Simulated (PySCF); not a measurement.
Species: C5H5F4O (doublet state).
Atom-mapped SMILES: `[CH2:1]=[CH:2][O:3][C@H:4]([F:5])[CH:6][C:7]([F:8])([F:9])[F:10]` (hydrogens: H11, H12 on C1; H13 on C2; H14 on C4; H15 on C6)

Cartesian coordinates in Å at the GFN2-xTB level; atoms count from 1:
```xyz
15
C5H5F4O angstrom
C      2.5021    0.7462   -0.5449
C      1.6902   -0.1600   -0.0138
O      0.5572   -0.5401   -0.6493
C     -0.4359   -1.2146    0.0757
F     -0.6338   -2.4245   -0.5244
C     -1.6532   -0.3797    0.0088
C     -1.7892    0.7468    0.9477
F     -3.0209    1.2618    0.9565
F     -0.9531    1.7870    0.6729
F     -1.4944    0.4006    2.2176
H      3.4271    1.0020   -0.0655
H      2.2609    1.2247   -1.4764
H      1.8957   -0.6501    0.9334
H     -0.1121   -1.4199    1.1106
H     -2.2452   -0.3724   -0.8880
```

The hyperfine couplings belong to this conformer and change with its torsions.

Computed with UKS B3LYP, pcH-1 on C F H O, non-relativistic, mean-field spin-orbit, GIAO in PySCF. The structure is a single GFN2-xTB conformer in the gas phase; no vibrational or solvent corrections. A GFN2-xTB geometry isn't a minimum of the functional, and hyperfine couplings can be far from their values at a DFT geometry. No stability test was run, so a lower SCF solution isn't excluded.

Problem. The isotropic 13C couplings are +106.0, -36.0, -22.2, -3.9, +3.2 MHz. Assign them to C1; C2; C4; C6; C7.

Solution. 
```tsv
site	a_iso (MHz)	ρ(0) (bohr⁻³)	position	distance from C6 (Å)	spin population	largest |T| (MHz)
C1	+3.2	+0.0029	4 bonds from C6	4.34	+0.04	6.2
C2	-3.9	-0.0035	3 bonds from C6	3.35	-0.02	4.0
C4	-22.2	-0.0198	1 bond from C6	1.48	-0.05	2.9
C6	+106.0	+0.0943	largest spin population	0.00	+0.98	160.3
C7	-36.0	-0.0320	1 bond from C6	1.47	-0.03	3.0
```

Problem. Match the computed a_iso(19F) values +57.6, -7.4 MHz (means over equivalent nuclei) with the sites F5; F8/F9/F10.

Solution. 
| site | a_iso (MHz) | ρ(0) (bohr⁻³) | position | distance from C6 (Å) | bound to | spin population there | largest \|T\| (MHz) |
| --- | --- | --- | --- | --- | --- | --- | --- |
| F5 | -7.4 | -0.0018 | 2 bonds from C6 | 2.35 | C4 | -0.05 | 38.0 |
| F8/F9/F10 | +57.6 | +0.0137 | 2 bonds from C6 | 2.35 | C7 | -0.03 | 91.8 |

ρ(0) is the spin density at the nucleus and T the dipolar tensor; entries for several nuclei are means. The largest Mulliken spin population is on C6 (+0.98). The angles at C6 add up to 356.8°, so it is nearly planar; its axial dipolar tensor and the negative coupling of its proton fit spin in a p orbital normal to that plane.

Nuclei that the bonding pattern makes equivalent are averaged, as if the motion that swaps them (rotation, inversion, ring flip) were fast. The three 19F nuclei of mean +57.6 MHz run from 14.7 to 128.1 MHz in the frozen geometry.
